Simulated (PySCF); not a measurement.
C2H7InO2. Atoms are numbered in the order given.

```xyz
12

In    -0.4570     0.0639     0.3958
H     -1.4640    -0.0578     1.7580
O      1.3015    -0.8477     0.0922
C      1.9414    -1.6969     1.0038
H      1.3569    -1.9105     1.9239
H      2.1638    -2.6743     0.5322
H      2.9092    -1.2675     1.3312
O     -0.7982     1.1459    -1.2391
C      0.1120     1.1686    -2.3153
H      1.0109     0.5453    -2.1509
H     -0.3815     0.8109    -3.2397
H      0.4508     2.2054    -2.5054
```
Charge 0, spin multiplicity 1.

The structure is a stationary point at r2SCAN-D4/def2-SVP. The structure was generated by enumeration; whether it is a known compound was not checked. The def2 effective core potentials stand for the cores of In; spin–orbit coupling is left out. Other conformers were not sampled.

Calculation: C-PCM-M06-2X/def2-SVP run with PySCF.

The values are the electrostatic part of the solvation free energy, E(continuum) − E(gas) at the gas-phase geometry, in a cavity of scaled van der Waals radii (PySCF's table); cavitation and dispersion terms are not included. A continuum can't describe solvent molecules that bind to the metal. In vacuum the orbital gap is 7.97 eV. The dipole moment in vacuum is 2.18 D.

Estimate the values in water (ε = 78.36), N,N-dimethylformamide (ε = 37.22), chlorobenzene (ε = 5.70). (The exact figures need the calculation; the answer reports its results.)


```
solvent                    ε  ΔG(elec) (kcal/mol)  dipole (D)  gap (eV)
---------------------  -----  -------------------  ----------  --------
water                  78.36                 -8.6        2.91      8.57
N,N-dimethylformamide  37.22                 -8.5        2.90      8.56
chlorobenzene           5.70                 -7.1        2.76      8.46
```
